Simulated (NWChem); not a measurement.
Species: C₂H₇NSi; SMILES C1NC[SiH2]1

```xyz
11

C     -0.1223    -0.4380     1.1697
N      0.2426    -1.2817     0.0000
C     -0.1223    -0.4380    -1.1697
Si     0.0559     1.0622     0.0000
H      0.5558    -0.5678     2.0198
H     -1.1577    -0.5733     1.5268
H     -0.1948    -2.2023     0.0000
H     -1.1577    -0.5733    -1.5268
H      0.5558    -0.5678    -2.0198
H     -1.0017     2.1134     0.0000
H      1.3864     1.7282     0.0000
```
Atoms are numbered in this order, from 1.

Computed with NWChem. Medium grid unless said otherwise, to which SCAN and Minnesota functionals are sensitive. Coordinates come from a B3LYP/6-31G* (spherical d) optimisation. Total energies of different functionals are on different scales.

```tsv
level	energy (Ha)	highest occupied level (eV)	orbital gap (eV)	dipole (D)
PBE/def2-TZVP	-424.3539	-5.12	4.48	1.09
B3LYP/def2-TZVP	-424.7094	-6.31	6.26	1.10
PBE0/def2-TZVP	-424.3999	-6.54	6.73	1.12
TPSSh/def2-TZVP	-424.7158	-5.78	5.66	1.10
PW6B95/def2-TZVP	-425.1116	-6.67	6.84	1.10
r2SCAN/def2-TZVP	-424.5729	-5.38	5.12	1.10
```
